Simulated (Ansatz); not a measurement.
Cl₂GeI₂, SMILES `[Cl][Ge]([Cl])([I])[I]`, one more setting.

```yaml
crystal:
  periodic: [false, false, false]
  atoms:
    - {symbol: Cl, position_ang: [-0.630602, -0.379814, 2.025690]}
    - {symbol: Ge, position_ang: [0.030629, -0.048269, 0.025964]}
    - {symbol: Cl, position_ang: [1.691412, -1.340577, -0.317248]}
    - {symbol: I, position_ang: [-1.801184, -0.620869, -1.554696]}
    - {symbol: I, position_ang: [0.759643, 2.315929, -0.221011]}
basis:
  gaussian: {orbitals: def2-SVP}
total_charge: 1
magnetization: {spin_polarized: true, initial_magnetization: 1}
hamiltonian: {xc: {name: BLYP}}
scf: {lower_state_search: light}
output: {forces: true}
```

```sh
$ ansatz run in.yaml --threads 4 --pin off --events-out ev --progress --plain --max-ram 11315MiB
```

Output, abridged:

```
Functional definition: BLYP
1373 factors; their error is unknown
mean field evaluation 1: about -97740.4056 eV, gradient 2.4e1 eV
mean field evaluation 2: about -97719.1781 eV, gradient 5.7e1 eV
mean field evaluation 4: about -97743.4354 eV, gradient 4.0e0 eV
mean field evaluation 8: about -97743.5807 eV, gradient 1.2e0 eV
mean field evaluation 16: about -97743.5364 eV, gradient 2.3e-5 eV
mean field -97743.53638563 eV, -3592.0087092233 hartree, gradient 6.8e-6 eV, S^2 0.750944; 11 other end points of the search recorded, 0 dependent functions left out
reference -97743.53672187 eV, -3592.0087215798 hartree; 58, 57 occupied and 62, 63 virtual orbitals, 1373 factors
Total energy: -97743.53672187 eV, -3592.0087215798 hartree
Atom 0 at    -0.630602    -0.379814     2.025690 Å, force    -0.285733    -0.009623     0.569829 eV/Å
Atom 1 at     0.030629    -0.048269     0.025964 Å, force     0.394254    -0.640501     0.653383 eV/Å
Atom 2 at     1.691412    -1.340577    -0.317248 Å, force     0.496906    -0.333447    -0.219859 eV/Å
Atom 3 at    -1.801184    -0.620869    -1.554696 Å, force    -0.801531    -0.080265    -0.761460 eV/Å
Atom 4 at     0.759643     2.315929    -0.221011 Å, force     0.196103     1.063836    -0.241893 eV/Å
Dipole moment:    -0.120501     0.195765    -0.199702 e Å
```

It took 26 s on 4 threads of an Arm Neoverse V1 on a shared host, with 0.36 GiB of host memory at the peak.
